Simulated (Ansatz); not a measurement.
Reaction (ligand exchange at the Si–O bond): `CO[SiH](N)N` + `N[SiH3]` → `N[SiH](N)N[SiH3]` + CH₃OH

Calculated with Ansatz (gas phase, PBE0-D4/def2-TZVP geometries, no zero-point term in ΔE). CBS: MP2 limit from def2 TZ/QZ plus the TZ coupled-cluster correction, frozen cores. This one scheme is used for every species. Functionals use def2-TZVPP. B3LYP here is the variant with VWN-RPA as its local correlation; programs differ in this. One conformer a species, not always the lowest.

`CO[SiH](N)N`:

Cartesian coordinates in Å:
```
C 1.525 -0.990 0.639
O 0.984 0.293 0.832
Si -0.366 0.843 0.073
N -1.651 -0.186 0.543
N -0.395 0.831 -1.632
H 0.786 -1.777 0.827
H 1.905 -1.112 -0.383
H 2.359 -1.122 1.332
H -0.408 2.265 0.490
H -1.740 -0.474 1.503
H -2.551 -0.097 0.101
H -0.510 -0.021 -2.156
H 0.062 1.548 -2.169
```

`N[SiH3]`:

Cartesian coordinates in Å:
```
N -0.119 0.983 0.397
Si -0.005 -0.636 -0.172
H -0.537 1.688 -0.188
H 0.633 1.373 0.942
H -1.340 -1.033 -0.689
H 0.984 -0.877 -1.265
H 0.385 -1.497 0.975
```

`N[SiH](N)N[SiH3]`:

```xyz
14

N     1.382    1.905    0.076
Si    0.359    0.645    0.629
N     0.941   -0.916    1.037
N    -0.733    0.334   -0.659
Si   -1.578   -1.148   -0.929
H     1.896    2.465    0.735
H     1.866    1.836   -0.805
H    -0.207    1.160    1.905
H     1.410   -1.509    0.371
H     1.220   -1.127    1.981
H    -1.009    1.121   -1.225
H    -2.313   -1.622    0.273
H    -0.674   -2.246   -1.368
H    -2.560   -0.899   -2.021
```

CH₃OH:

```xyz
6

C    -0.040   -0.049    0.351
O     0.257   -0.399   -0.982
H     0.107   -0.943    0.957
H    -1.080    0.279    0.475
H     0.624    0.736    0.735
H     0.132    0.375   -1.535
```

| level | ΔE (eV) |
| --- | --- |
| PBE-D4 | 0.34 |
| ωB97X-V | 0.39 |
| B3LYP | 0.44 |
| HF/def2-TZVPP | 0.47 |
| CCSD/def2-TZVPP | 0.38 |
| CCSD(T)/def2-TZVPP | 0.37 |
| HF/CBS(def2) | 0.48 |
| CCSD/CBS(def2) | 0.38 |

(1) What does CCSD(T)/CBS give? (Best estimate.)

Largest T1 diagnostic among the species: 0.010.

Answers

(1) Ansatz gave: +0.37 eV. The listed levels differ from it by -0.03, 0.02, 0.07, 0.10, 0.01, 0.00, 0.11, 0.01 eV.

The D4 term adds −0.05 eV with B3LYP and −0.03 eV with PBE0; it sums over pairs of atoms, weighted by their polarisabilities, and B3LYP, whose exchange is more repulsive, gets the larger term. In def2-TZVPP, CCSD(T) changes the Hartree–Fock value by −0.10 eV (the triples alone add −0.01 eV) and MP2 by −0.10 eV.
